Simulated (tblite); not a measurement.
Task: Write Cartesian coordinates for `[H]/[C]=C\C(=C)COCF` [radical] as optimised with GFN2-xTB. (Doublet state.)

Result: 
```xyz
16
C6H8FO angstrom
C     -2.4435    1.3399    0.6857
C     -2.2690    0.2283    0.0408
C     -0.9876   -0.4190   -0.3113
C     -0.9502   -1.5558   -0.9951
C      0.2493    0.2949    0.1582
O      1.4203   -0.3959   -0.2569
C      2.5731    0.0973    0.2693
F      2.8493    1.3645   -0.2038
H     -1.8884    2.1203    1.1495
H     -3.1327   -0.3315   -0.3046
H     -1.8485   -2.0512   -1.3211
H     -0.0118   -2.0152   -1.2493
H      0.2347    0.3660    1.2579
H      0.2566    1.3170   -0.2470
H      3.3971   -0.5480   -0.0531
H      2.5435    0.1974    1.3693
```

Orientation and origin are arbitrary. Atoms count from 1 in this order. The C–O distances run from 1.360 Å (O6–C7, drawn single) to 1.422 Å (C5–O6, drawn single), a spread of 0.062 Å. The 4 C–C bonds span 1.297 Å (C1=C2, drawn double) to 1.503 Å (C3–C5, drawn single), a spread of 0.206 Å. C3 (carbon bonded to 3 C) is planar (angles 123.0°, 121.5° and 115.5°, sum 360.0°, 0.00 Å off the plane of its three neighbours). Of the pairs four or more bonds apart, O6···H12 is among the closest relative to their van der Waals radii: 2.38 Å, 87 % of the sum of Bondi's values.

Bonds between heavy atoms (Å): C1=C2 1.297, C2–C3 1.478, C3=C4 1.327, C3–C5 1.503, C5–O6 1.422, O6–C7 1.360, C7–F8 1.381.

Structure optimised with GFN2-xTB, isolated species. This method treats the open shell by occupation alone, without spin polarisation.

Point group: C1 (no symmetry element, even within 0.4 Å). Its GFN2-xTB frequencies are all real (lowest 43 cm⁻¹). Torsions: C1–C2–C3–C4 -179°, C2–C3–C5–O6 -179°, C3–C5–O6–C7 -172°, C5–O6–C7–F8 -67°. 3 starts were optimised and ended at 0.00, 0.97 and 3.45 kcal/mol (GFN2-xTB); the lowest of these is shown.

Time: 0.97 s of wall time. Hardware: one thread, Intel Xeon at 2.50 GHz (x86_64), shared host. This is the geometry optimisation.

One conformer stands for the species.

All values are computed, not measured.
